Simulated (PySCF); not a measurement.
Molecule: SMILES N([SiH2]C[SiH3])(C)C (C3H13NSi2). Atoms near the plane z = 0.0 Å, at the GFN2-xTB optimised geometry (x, y, z in Å): C2 (1.2, 0.6, 0.0), Si3 (-0.7, 0.6, 0.0), H10 (1.6, 1.1, -0.9), H11 (1.6, -0.4, -0.1), H12 (-1.2, 2.0, 0.0), H14 (-1.6, -2.0, -0.5).

Calculation: PBE0/def2-SVP (PySCF). Cells within 0.4 Å of a nucleus heavier than hydrogen are left out (blank, or x). The values are rescaled to run from 0 to 1.

```
|5555555555555555555555555555555|
|5555555555555555555555555555555|
|5555555555555555555555555555555|
|5555555555555555555555555555555|
|5555555555555555555555555555555|
|5555555555555555555555555555555|
|5555555555555555555555555555555|
|5555555555545555555555555555555|
|5555555555403555555555555555555|
|5555555555303455555555555555555|
|5555555555434445555555555555555|
|5555555555459965555555555555555|
|555555555559xx95447x75555555555|
|555555555559xx9643xxx5555555555|
|555555555559xx95445x45555555555|
|5555555555559965555324555555555|
|5555555555555555555303555555555|
|5555555555555555555434555555555|
|5555555555555555555555555555555|
|5555555555555555555555555555555|
|5555555555555555555555555555555|
|5555555555555555555555555555555|
|5555555555555555555555555555555|
|5555555555555555555555555555555|
|5555555555555555555555555555555|
|5555555555555555555555555555555|
|5555555555555555555555555555555|
|5555555555555555555555555555555|
|5555555555555555555555555555555|
|5555555555555555555555555555555|
|5555555555555555555555555555555|
```
Scale: ten equal steps from 0.000 (start of '0') to 1.00 (end of '9'), in the order '0123456789'; x runs from -4.50 to 4.50, y from -4.50 (bottom) to 4.50 (top).

**Question.** Which quantity is mapped?
A) electron localisation function
B) Laplacian of the electron density
C) an orbital amplitude
D) deformation density (molecule minus spherical neutral atoms)

**Answer.** B, Laplacian of the electron density. In full: Laplacian of the electron density (e/bohr⁵), clipped to [-1.50, 1.50].
